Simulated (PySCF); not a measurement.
**Pt⁺: excitation energy**

Pt⁺ [Xe] 4f14 5d9 (2D) → Pt⁺ [Xe] 4f14 5d8 6s1 (4F), as a difference of total energies. Calculation: PySCF 2.14, in def2-TZVPPD with the def2 core potential (60 electrons); scalar relativity through the core potential. Correlated levels: valence and next inner shell: nothing frozen outside the core potential. The calculations carry no spin-orbit coupling.

| method | excitation energy (eV) |
| --- | --- |
| UHF | 0.300 |
| MP2 (valence and next inner shell) | 0.788 |
| SCS-MP2 (valence and next inner shell) | 0.874 |
| CCSD (valence and next inner shell) | 0.720 |
| CCSD(T) (valence and next inner shell) | 0.784 |

How much does correlation contribute at CCSD(T) (valence and next inner shell)?

0.784 − (0.300) = 0.484 eV, measured against UHF.
